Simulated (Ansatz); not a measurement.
`[F][Ga@H-]1[F+][Ga@@H-]([F])[F+]1`, charge 0, multiplicity 1.

(1) Give a relaxed structure at PBE0-D4/def2-TZVP (Ansatz 0.2.0). (An estimate is asked.)

## Answers

(1) Ansatz gave: 
Z-matrix (Å, degrees):
```
Ga
F 1 1.924
Ga 1 2.962 2 39.7
F 1 1.924 2 79.3 3 -2.4
F 1 1.736 2 105.2 3 100.6
H 1 1.535 2 113.4 3 -113.5
F 3 1.736 1 108.4 2 91.9
H 3 1.535 1 122.6 2 -88.0
```
Point group C2v.
